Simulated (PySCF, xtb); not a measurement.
HSe, SMILES [SeH] (connectivity only; charge and spin as stated), charge -1, multiplicity 1. Atoms are numbered in the order given.

```xyz
2

Se     0.0000     0.0000    -0.0421
H      0.0000     0.0000     1.4313
```
Charge -1, spin multiplicity 1.

Coordinates come from a PBE0-D3(BJ)/def2-TZVPD optimisation. The multiplicity is an assumed one; other spin states were not compared.

Method: IEF-PCM-PBE0/def2-TZVPD (PySCF).

The values are the electrostatic part of the solvation free energy, E(continuum) − E(gas) at the gas-phase geometry, in a cavity of scaled van der Waals radii (PySCF's table); cavitation and dispersion terms are not included. In vacuum the orbital gap is 4.51 eV.

Computed values in water (ε = 78.36), n-hexane (ε = 1.88), toluene (ε = 2.37):
```tsv
solvent	ε	ΔG(elec) (kcal/mol)	gap (eV)
water	78.36	-63.7	5.97
n-hexane	1.88	-29.5	5.37
toluene	2.37	-36.6	5.50
```

For comparison, GFN2-xTB/ALPB(water) (xtb, at the GFN2-xTB geometry, all terms of that model) gives -77.5 kcal/mol.
